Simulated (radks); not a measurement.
Problem. Ga6+, 25 electrons, occupied as [Ne] 3s2 3p5.5 3d7.5 (fractional occupations, a model configuration). Method: Dirac Kohn-Sham, LDA (Slater exchange, Perdew-Wang correlation), spin-unpolarised, spherical densities, point nucleus; open shells fill j = l - 1/2 first; computed with a radial shooting solver on a logarithmic mesh with Libxc functionals.

Spin-orbit splittings of the eigenvalues, e(l+1/2) - e(l-1/2), with zeta = 2 splitting/(2l+1) and mean radii in bohr:

| shell | occ. | splitting (eV) | zeta (eV) | <r> j=l-1/2 | <r> j=l+1/2 |
|---|---|---|---|---|---|
| 2p | 6 | ? | ? | 0.1884 | 0.1919 |
| 3p | 5.5 | 3.946 | 2.631 | 0.6449 | 0.6540 |
| 3d | 7.5 | 0.5918 | 0.2367 | 0.6758 | 0.6789 |

Estimate the 2p splitting.

Solution. 27.62 eV (zeta = 18.41 eV).
